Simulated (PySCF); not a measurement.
Spectrum to structure. Theory: PySCF, TDDFT CAM-B3LYP/def2-SVPD, vertical, gas phase, core orbitals frozen in the response. Geometries: GFN2-xTB, one conformer each.

```
state  E (eV)       f  main configurations (H = HOMO, L = LUMO)
   S1    6.03  0.0014                               H-1→L (95%)
   S2    6.42   0.082                                 H→L (97%)
   S3    7.35   0.025      H→L+2 (62%), H→L+1 (14%), H→L+6 (8%)
   S4    7.36   0.409                               H-2→L (93%)
   S5    7.42   0.063              H-1→L+2 (58%), H-1→L+1 (18%)
   S6    7.62   0.036                  H→L+1 (73%), H→L+2 (14%)
   S7    7.79   0.016              H-1→L+1 (73%), H-1→L+2 (18%)
   S8    7.84  0.0003     H-3→L (43%), H-6→L (28%), H-4→L (17%)
```

Orbital energies (eV): HOMO-3 -11.02, HOMO-2 -9.81, HOMO-1 -9.09, HOMO -9.02, LUMO 0.34, LUMO+1 1.17, LUMO+2 1.48.

Task: Which candidate is it? All have the formula C5H9OP.
A. `CO/C=P/C1CC1`
B. `C=CP1(=O)CCC1`
C. `C=C(C)/P=C/OC`
D. `C/C=C/P=C\OC`
E. `C#CC[P@H](=O)CC`

Result: B. Its S1 lies at 6.03 eV; the nearest of the others has S1 at 6.58 eV. S1 is HOMO-1→LUMO (95%). Löwdin shares by element: HOMO oxygen 44%, carbon 28% or more, phosphorus 16%; LUMO carbon 65% or more, phosphorus 7%, hydrogen 6% or more (atoms not listed hold the other 21%). At the same level the other candidates give, for their lowest levels:
- `C=C(C)/P=C/OC`: 4.58 eV (f 0.427); 4.93 eV (f 0.007); 5.60 eV (f 0.016); 6.01 eV (f 0.030); 6.16 eV (f 0.009); T1 2.32 eV; HOMO -7.21, LUMO -0.19 eV
- `CO/C=P/C1CC1`: 4.92 eV (f 0.183); 5.11 eV (f 0.005); 5.79 eV (f 0.004); 6.43 eV (f 0.062); 6.67 eV (f 0.001); T1 2.65 eV; HOMO -7.42, LUMO 0.19 eV
- `C#CC[P@H](=O)CC`: 6.58 eV (f 0.000); 6.78 eV (f 0.027); 6.83 eV (f 0.001); 7.37 eV (f 0.004); 7.49 eV (f 0.013); T1 5.44 eV; HOMO -9.02, LUMO 1.19 eV
- `C/C=C/P=C\OC`: 4.56 eV (f 0.477); 5.07 eV (f 0.007); 5.64 eV (f 0.005); 5.87 eV (f 0.034); 6.07 eV (f 0.014); T1 2.33 eV; HOMO -7.06, LUMO -0.07 eV

Shape of the structure used: `[CH2:1]=[CH:2][P:3]1(=[O:4])[CH2:5][CH2:6][CH2:7]1`: C1–C2–P3–O4 0°.
Triplets come from the Tamm–Dancoff approximation.
